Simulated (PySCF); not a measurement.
# Broadened absorption spectrum of Ti(CH2SiMe3)Cl3

Compound: Ti(CH2SiMe3)Cl3, C₄H₁₁Cl₃SiTi (singlet state).
Z-matrix (Å and degrees, PBE0-D3(BJ)/def2-SVP geometry), rows numbered from 1:
```
Ti
C   1  1.9767
Si  2  1.9061  1  118.15
C   3  1.8796  2  111.64  1    34.06
C   3  1.8815  2  106.46  1   153.18
C   3  1.8763  2  107.90  1   -87.74
H   2  1.1078  1  101.89  3   122.38
H   2  1.1063  1  105.00  3  -124.18
H   4  1.1007  3  111.82  2   -64.51
H   4  1.1019  3  109.56  2   175.89
H   4  1.1008  3  111.53  2    56.35
H   5  1.1016  3  110.69  2   -61.85
H   5  1.1010  3  111.26  2    58.25
H   5  1.1019  3  110.84  2   178.58
H   6  1.1011  3  111.25  2   -65.29
H   6  1.1005  3  110.83  2    55.26
H   6  1.1015  3  110.53  2   174.82
Cl  1  2.1830  2  105.08  3    44.34
Cl  1  2.1771  2  104.01  3   -76.24
Cl  1  2.1798  2  106.91  3   163.56
```

Computed with TDDFT CAM-B3LYP/def2-SVPD, vertical, gas phase, core orbitals frozen in the response in PySCF 2.14.0, density-fitted response routines. The geometry optimisation had not met its thresholds, so the values belong to a structure short of the stationary point.

Computed states:

```
state  E (eV)       f
   S1    3.37  0.0005
   S2    3.38  0.0025
   S3    4.11  0.0007
   S4    4.16  0.0042
   S5    4.84  0.0010
   S6    4.88  0.0019
   S7    4.98  0.0057
   S8    5.05   0.020
   S9    5.23   0.011
  S10    5.25   0.012
  S11    5.38  0.0086
  S12    5.41  0.0018
  S13    5.44  0.0063
  S14    5.47  0.0046
  S15    5.57  0.0022
```

Broadening: Gaussians 0.25 eV wide at half height, area fixed by f = 4.319×10⁻⁹ ∫ε dν̃. The width is an assumption, not a result. The curve ends short of the highest state used, and states not computed would add to its high-energy end.

(1) What does the envelope look like, and where are its maxima?

(2) On this curve, what absorbance would a 10⁻⁵ mol/L sample give at 280 nm over a 1 cm path?

(3) Coming from long wavelengths, where does ε first pass 100 L mol⁻¹ cm⁻¹?

(4) Does any computed singlet lie in the visible range?

Results:

(1) 
```tsv
E (eV)	ε (L mol⁻¹ cm⁻¹)
2.99	0
3.03	1
3.06	3
3.10	10
3.14	25
3.17	46
3.21	89
3.24	134
3.28	205
3.32	271
3.35	305
3.39	315
3.42	294
3.46	238
3.50	166
3.53	116
3.57	63
3.60	37
3.64	16
3.67	8
3.71	3
3.75	1
3.78	2
3.82	5
3.85	11
3.89	28
3.93	64
3.96	109
4.00	196
4.03	279
4.07	397
4.11	490
4.14	525
4.18	509
4.21	455
4.25	346
4.29	229
4.32	153
4.36	79
4.39	44
4.43	18
4.47	7
4.50	4
4.54	4
4.57	7
4.61	19
4.65	45
4.68	81
4.72	162
4.75	259
4.79	453
4.83	743
4.86	1036
4.90	1523
4.93	1939
4.97	2498
```

Maxima: 367 nm (3.38 eV), ε about 320, made up of S1 (16%) and S2 (84%); 299 nm (4.15 eV), ε about 530, made up of S3 (14%) and S4 (86%) (ε in L mol⁻¹ cm⁻¹; maxima over ε = 5, shares over 10%). At its high-energy end, 4.97 eV, the curve is still rising (ε about 2500, from S7 and S8).

(2) 280 nm is 4.428 eV, where ε is about 19 L mol⁻¹ cm⁻¹, so A = ε c l ≈ 0.00019 (Beer–Lambert, with the gas-phase spectrum and the assumed width).

(3) At about 385 nm (3.22 eV), 0.15 eV below S1.

(4) No computed singlet lies in the visible range (380 to 750 nm); the lowest, at 368 nm, stands 0.10 eV above its violet end (3.26 eV); a Tamm–Dancoff triplet lies at 414 nm, without intensity as long as spin–orbit coupling is left out.

The run took 1.7 min wall, 3.7 min CPU (grids of density and orbitals included) on 2 threads, Intel Xeon 6975P-C (x86_64), no GPU (shared host), and the process peaked at 2.4 GiB of memory.
